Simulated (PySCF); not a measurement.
A geometry optimisation, step by step.

C₅H₇ClS.
SMILES with atom numbers: `[CH3:1][S:2]/[CH:3]=[CH:4]/[CH:5]=[CH:6]/[Cl:7]` (hydrogens: H8, H9, H10 on C1; H11 on C3; H12 on C4; H13 on C5; H14 on C6)

Computed by this run: PySCF, PBE0-D3(BJ)/def2-SVP geometry optimisation, gas phase; density fitting, grid level 2; the optimiser is geomeTRIC in internal coordinates, started from a GFN2-xTB structure. The frame can shift and turn from step to step; on so coarse a grid that alone can change the energy by a few meV, and forces under 0.02 eV/Å are noise.

Step 0: E = -28631.0179 eV, largest atomic force 0.930 eV/Å
```
atom  x, y, z in Å  |  force x, y, z in eV/Å
C1     -2.585   -0.664   -0.255    0.296   0.837   0.278
S2     -2.286    1.039    0.295   -0.230  -0.071  -0.028
C3     -0.554    1.163    0.313   -0.847  -0.306  -0.086
C4      0.346    0.220    0.009    0.387   0.070   0.018
C5      1.761    0.465    0.061   -0.296  -0.129  -0.040
C6      2.666   -0.467   -0.240    0.457   0.221   0.066
Cl7     4.357   -0.171   -0.178    0.193  -0.012  -0.008
H8     -2.158   -0.810   -1.242    0.158  -0.179  -0.424
H9     -3.663   -0.783   -0.295   -0.422  -0.058  -0.016
H10    -2.162   -1.359    0.464    0.154  -0.399   0.236
H11    -0.250    2.153    0.615    0.254   0.519   0.157
H12     0.040   -0.771   -0.290   -0.236  -0.462  -0.143
H13     2.079    1.455    0.355    0.267   0.437   0.133
H14     2.410   -1.471   -0.541   -0.136  -0.469  -0.142
```

Step 1: E = -28631.0630 eV, largest atomic force 0.220 eV/Å
```
atom  x, y, z in Å  |  force x, y, z in eV/Å
C1     -2.013   -0.478   -0.351   -0.088  -0.095  -0.046
S2     -1.738    1.218    0.171    0.033  -0.017   0.001
C3     -0.009    1.323    0.179    0.108   0.184   0.055
C4      0.912    0.383   -0.124   -0.125  -0.119  -0.035
C5      2.333    0.632   -0.070    0.107   0.120   0.035
C6      3.259   -0.292   -0.368   -0.005  -0.110  -0.034
Cl7     4.955    0.004   -0.305   -0.056   0.010   0.004
H8     -1.594   -0.659   -1.354   -0.020   0.009   0.042
H9     -3.103   -0.618   -0.390    0.058  -0.001   0.001
H10    -1.585   -1.195    0.367   -0.013   0.037  -0.019
H11     0.325    2.324    0.483   -0.034  -0.070  -0.022
H12     0.596   -0.621   -0.427    0.020   0.037   0.012
H13     2.669    1.632    0.230   -0.020  -0.037  -0.010
H14     3.001   -1.311   -0.675    0.034   0.052   0.015
```

Step 2: E = -28631.0621 eV, largest atomic force 0.131 eV/Å
```
atom  x, y, z in Å  |  force x, y, z in eV/Å
C1     -2.013   -0.480   -0.353    0.024  -0.011  -0.007
S2     -1.727    1.216    0.171   -0.072   0.064   0.019
C3      0.002    1.331    0.181   -0.061  -0.112  -0.032
C4      0.909    0.379   -0.126    0.052   0.112   0.034
C5      2.332    0.630   -0.071   -0.040  -0.115  -0.035
C6      3.253   -0.299   -0.369    0.040   0.099   0.030
Cl7     4.943    0.024   -0.296    0.059  -0.055  -0.018
H8     -1.599   -0.662   -1.356    0.000   0.000   0.000
H9     -3.102   -0.617   -0.386    0.003   0.020   0.008
H10    -1.585   -1.197    0.364    0.002   0.001   0.001
H11     0.339    2.330    0.483   -0.018  -0.019  -0.006
H12     0.588   -0.622   -0.428    0.009   0.021   0.006
H13     2.668    1.628    0.230   -0.005  -0.016  -0.005
H14     3.005   -1.318   -0.678    0.009   0.011   0.003
```

Step 3: E = -28631.0637 eV, largest atomic force 0.084 eV/Å
```
atom  x, y, z in Å  |  force x, y, z in eV/Å
C1     -2.018   -0.480   -0.352    0.022  -0.012  -0.006
S2     -1.730    1.216    0.171   -0.038   0.041   0.011
C3      0.000    1.328    0.180   -0.023  -0.077  -0.022
C4      0.912    0.380   -0.126    0.026   0.067   0.020
C5      2.335    0.630   -0.070   -0.017  -0.065  -0.020
C6      3.259   -0.296   -0.368    0.010   0.061   0.019
Cl7     4.950    0.020   -0.298    0.027  -0.029  -0.009
H8     -1.605   -0.662   -1.356    0.001   0.001  -0.001
H9     -3.108   -0.615   -0.386   -0.001   0.015   0.007
H10    -1.591   -1.197    0.364    0.002   0.001   0.002
H11     0.335    2.327    0.482   -0.013  -0.005  -0.001
H12     0.592   -0.622   -0.428    0.002   0.006   0.002
H13     2.669    1.629    0.230   -0.002  -0.005  -0.001
H14     3.010   -1.315   -0.677    0.005   0.002   0.001
```

Step 4: E = -28631.0642 eV, largest atomic force 0.022 eV/Å
```
atom  x, y, z in Å  |  force x, y, z in eV/Å
C1     -2.014   -0.481   -0.353   -0.018  -0.011  -0.005
S2     -1.735    1.216    0.171    0.002  -0.002  -0.002
C3     -0.005    1.328    0.179    0.015   0.014   0.005
C4      0.913    0.385   -0.124   -0.015   0.005   0.002
C5      2.335    0.634   -0.069    0.007  -0.006  -0.002
C6      3.257   -0.295   -0.368    0.012  -0.006  -0.002
Cl7     4.952    0.002   -0.303   -0.006   0.004   0.001
H8     -1.600   -0.662   -1.356   -0.002   0.003   0.004
H9     -3.103   -0.618   -0.385    0.003  -0.003   0.000
H10    -1.584   -1.196    0.364   -0.001   0.005  -0.001
H11     0.326    2.328    0.483    0.000  -0.004  -0.001
H12     0.595   -0.617   -0.428    0.005   0.004   0.001
H13     2.672    1.632    0.232   -0.003  -0.005  -0.001
H14     3.001   -1.312   -0.676    0.001   0.004   0.001
```

Step 5: E = -28631.0643 eV, largest atomic force under 0.02 eV/Å
```
atom  x, y, z in Å  |  force x, y, z in eV/Å
C1     -2.024   -0.478   -0.352    0.003  -0.001   0.000
S2     -1.733    1.218    0.171    0.009  -0.004  -0.003
C3     -0.002    1.323    0.178    0.000   0.009   0.004
C4      0.914    0.379   -0.126    0.001  -0.019  -0.006
C5      2.337    0.629   -0.071   -0.002   0.017   0.005
C6      3.266   -0.294   -0.368   -0.015  -0.002  -0.001
Cl7     4.958    0.018   -0.297    0.003  -0.003  -0.001
H8     -1.614   -0.662   -1.356    0.000   0.000  -0.001
H9     -3.114   -0.610   -0.381   -0.002  -0.001   0.001
H10    -1.596   -1.195    0.365    0.001   0.000   0.001
H11     0.330    2.322    0.480    0.001   0.005   0.002
H12     0.597   -0.623   -0.430   -0.004  -0.004  -0.001
H13     2.670    1.628    0.231    0.002   0.005   0.002
H14     3.019   -1.312   -0.677    0.000  -0.002  -0.001
```

Question: Summarise the path.

Answer: The energy falls by 1.07 kcal/mol from step 0 to step 5; nine tenths of that is first reached at step 1. It rises by more than 0.2 meV at step 2. The largest force goes from 0.930 to under 0.02 eV/Å. Among the bonds C1–S2 changes most (a near tie, within 0.001 Å, with another), from 1.815 to 1.798 Å; the atoms move by 0.026 Å rms after alignment.

What follows is the cost of the whole optimisation. On an AMD EPYC 9R14 with one thread, shared host with 48 logical CPUs at a one-minute load of 18, this took 35 s of wall time and 0.76 GiB of memory at its peak.
